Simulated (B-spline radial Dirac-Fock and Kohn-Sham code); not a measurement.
**Binding energies of Pd²⁺ at several levels of theory**

System: palladium as Pd²⁺, [Kr] 4d6 5s2 (an excited configuration).

The density-functional columns are spherical, spin-unpolarised Dirac-Kohn-Sham results without Breit or QED terms: −ε is minus the orbital energy of the initial state and ΔSCF the difference of two total energies. The reference in the last column comes from Dirac-Fock (average of configuration) total-energy differences with a finite nucleus, the Breit interaction including its frequency dependence, and self-energy and vacuum-polarisation corrections. All numbers are from a radial B-spline solver, in eV; a selection of levels is shown. For the 1s level of heavy atoms much of the gap between ΔSCF and the reference is the Breit and QED part, -73.1 eV here; for other levels the error of the functional can be larger.

```
level   LDA −ε  LDA ΔSCF  Dirac-Fock
   1s  24157.2   24461.9     24397.0
   2s   3558.9    3612.7      3658.8
2p1/2   3305.8    3372.5      3379.5
2p3/2   3146.7    3210.0      3222.4
   3s    671.1     690.3       720.6
3p1/2    571.2     590.8       609.9
3p3/2    543.4     562.5       581.8
3d3/2    365.7     386.3       387.2
3d5/2    360.2     380.6       381.9
   4s    120.3     129.4       137.8
4p1/2    88.81     97.52       100.4
4p3/2    84.08     92.63       95.70
   4d    35.38     42.79       41.29
   5s    23.99     28.43       25.76
```

Values without a named source are computed, but for edge energies of neutral atoms, which are taken from tables.
